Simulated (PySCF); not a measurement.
A PySCF script (with the pyscf-properties extension) for the NMR shieldings of `InChI=1S/C4H8B2F2O2/c1-5-4(6(7)8)2-9-3-10-4/h5H,2-3H2,1H3/t4-/m0/s1`, on a GFN2-xTB geometry:

```python
import basis_set_exchange as bse
import numpy as np
from pyscf import gto, dft
from pyscf.prop import nmr

atoms = """
C     2.287857    0.369325   -1.033558
B     1.437974   -0.490947   -0.051098
C    -0.079225   -0.105090    0.245445
B    -0.107080    0.521850    1.714808
F    -0.038860   -0.227240    2.797752
F    -0.125896    1.812951    1.953645
C    -1.068439   -1.306750    0.126353
O    -2.251524   -0.734420   -0.396802
C    -2.004618    0.637664   -0.610884
O    -0.634936    0.803488   -0.726185
H     1.685532    1.009399   -1.671433
H     2.953200   -0.228358   -1.653044
H     2.938337    1.022930   -0.449489
H     1.869825   -1.413369    0.523341
H    -1.269153   -1.780276    1.090913
H    -0.703419   -2.058451   -0.581545
H    -2.407217    1.216176    0.246581
H    -2.491116    0.957437   -1.536459
"""
names = dict.fromkeys(["C", "B", "F", "O", "H"], "pcSseg-1")
basis = {el: gto.basis.parse(bse.get_basis(n, elements=[el], fmt="nwchem")) for el, n in names.items()}
mol = gto.M(atom=atoms, basis=basis, charge=0, verbose=0)
mf = dft.RKS(mol, xc="PBE0")
mf.grids.level = 2
mf.grids.alignment = dft.numint.BLKSIZE   # the property module wants whole blocks of grid points
mf.conv_tol = 1e-9
mf.kernel()

calc = nmr.RKS(mf)   # GIAO
C = mf.mo_coeff
Co = C[:, mf.mo_occ > 0]
resp = mf.gen_response(singlet=True, hermi=2)
def vind(x):   # induced exchange potential for any number of trial vectors
    d = np.einsum("pi,xij,qj->xpq", C, 2 * x.reshape(-1, C.shape[1], Co.shape[1]), Co, optimize=True)
    return np.einsum("xpq,pi,qj->xij", resp(d - d.transpose(0, 2, 1)), C, Co, optimize=True).ravel()
mo1, _ = nmr.rhf.solve_mo1(calc, with_cphf=vind)
sigma = calc.kernel(mo1)
for i, s in enumerate(sigma):   # ppm
    print("%2d %-2s %9.2f" % (i, mol.atom_pure_symbol(i), np.trace(s) / 3))
```

**Question.** Give the expected output.

**Answer.** 
```
 0 C     174.54
 1 B      15.08
 2 C      95.60
 3 B      72.06
 4 F     233.98
 5 F     236.73
 6 C     120.00
 7 O     268.27
 8 C      86.47
 9 O     239.64
10 H      29.45
11 H      30.36
12 H      31.18
13 H      24.18
14 H      27.18
15 H      27.87
16 H      26.70
17 H      26.21
```

These numbers come from an equivalent density-fitted implementation of the same equations, which agrees with the script to about 0.01 ppm for H and up to a few tenths of a ppm for heavy atoms, so last digits may differ.

Size and cost of the density-fitted run: 210 basis functions, 74 s wall time on 1 thread of an Arm Neoverse N1, shared host; peak memory 0.93 GiB.
